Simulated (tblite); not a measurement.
What does the GFN2-xTB structure of `CC[C](CO)CCl` [radical] look like in three dimensions? (Doublet state.)

Z-matrix in Å and degrees, rows numbered from 1:
```
C 
C   1  1.5381
C   2  1.4890  1  111.80
C   3  1.4935  2  118.17  1   -88.81
O   4  1.3984  3  114.96  2   164.24
C   3  1.4242  2  121.36  1    80.56
Cl  6  1.9660  3  110.00  2   -93.16
H   1  1.0870  2  109.99  3  -178.52
H   1  1.0868  2  110.39  3    61.49
H   1  1.0861  2  110.31  3   -58.37
H   2  1.0923  1  108.85  3  -121.22
H   2  1.0925  1  108.32  3   120.90
H   4  1.0998  3  110.06  2   -76.55
H   4  1.1058  3  108.84  2    39.58
H   5  0.9673  4  108.30  3   -49.54
H   6  1.0854  3  114.88  2   155.67
H   6  1.0835  3  115.39  2    21.03
```

C3 (carbon bonded to 3 C) is almost planar (angles 121.4°, 119.6° and 118.2°, sum 359.1°, 0.08 Å off the plane of its three neighbours). O5 (oxygen bonded to C and H) is bent (angle 108.3°). The 4 C–C bonds span 1.424 Å (C3–C6, drawn single) to 1.538 Å (C1–C2, drawn single), a spread of 0.114 Å. Of the pairs four or more bonds apart, Cl7···H15 is among the closest relative to their van der Waals radii: 2.52 Å, 85 % of the sum of Bondi's values.

The geometry is computed with GFN2-xTB (gas phase). This method treats the open shell by occupation alone, without spin polarisation.

Point group: C1 (no symmetry element, even within 0.4 Å). Its GFN2-xTB frequencies are all real (lowest 52 cm⁻¹). Torsions: C1–C2–C3–C4 -89°, C2–C3–C4–O5 164°, C3–C4–O5–H -50°, C2–C3–C6–Cl7 -93°. 3 starts were optimised and ended at 0.00, 1.36 and 3.35 kcal/mol (GFN2-xTB); the lowest of these is shown.

One conformer stands for the species.
